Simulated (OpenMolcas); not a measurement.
# Potential curves of HfO⁺: spin–orbit levels

Computed with OpenMolcas 26.06: state-averaged CASSCF(7,9) over Hf 6s 5d, O 2p, XMS-CASPT2 (IPEA 0.25, imaginary shift 0.2 hartree), scalar X2C, ANO-RCC-VDZP, then RASSI spin–orbit state interaction with atomic mean-field integrals. C2 symmetry about the axis (a holds Σ, Δ, Γ; b holds Π, Φ, H; Σ⁺ and Σ⁻ are not told apart); roots by multiplicity and irrep: 2a 3.

XMS-CASPT2 energies with spin–orbit state interaction in eV from the lowest point. Curves are followed by energy order within each symmetry, so they are adiabatic and may change character at avoided crossings.

| R (Å) | (1)Ω=1/2 | (1)Ω=3/2 | (1)Ω=5/2 |
| --- | --- | --- | --- |
| 1.518 | 1.171 | 1.964 | 2.312 |
| 1.586 | 0.378 | 1.141 | 1.496 |
| 1.636 | 0.090 | 0.825 | 1.186 |
| 1.687 | 0.000 | 0.703 | 1.068 |
| 1.746 | 0.076 | 0.740 | 1.111 |
| 1.805 | 0.294 | 0.919 | 1.294 |
| 1.889 | 0.760 | 1.327 | 1.708 |
| 2.024 | 1.709 | 2.190 | 2.578 |
| 2.277 | 3.557 | 3.930 | 4.322 |

Q: With masses 179.947 and 15.995 u, fit the curves (1)Ω=1/2, (1)Ω=3/2, (1)Ω=5/2 near their minima.

A: At XMS-CASPT2 with spin–orbit state interaction, Te from the lowest curve (the fit fixes ωe to a per cent or two; the method's Re and ωe can be off by some per cent):

| curve | Te (cm⁻¹) | Re (Å) | ωe (cm⁻¹) |
| --- | --- | --- | --- |
| (1)Ω=1/2 | 0 | 1.690 | 1018.4 |
| (1)Ω=3/2 | 5620 | 1.703 | 978.9 |
| (1)Ω=5/2 | 8580 | 1.701 | 982.8 |

Only roots inside an energy window near the equilibrium distance were included, so the list of states is not complete; labels number the states computed. Each spin and symmetry block has orbitals of its own, averaged over its own roots, so gaps between blocks are less sure than gaps within one and near the minimum can be off by tenths of an eV, in bad cases by more. No Rydberg orbitals are active, so Rydberg states, and σ→σ* states whose orbital the CASSCF left unused, can be missing between those listed. CASPT2 splits the two components of degenerate states numerically, here by up to 18 cm⁻¹. No roots were computed in blocks 2b, 4a, 4b (none fell in the window or the block failed), so states of that kind are missing and can lie low or lowest. For d and f metals this valence active space lacks a second d shell: the order of states is not reliable within half an eV or more, and the lowest computed state need not be the true ground state.
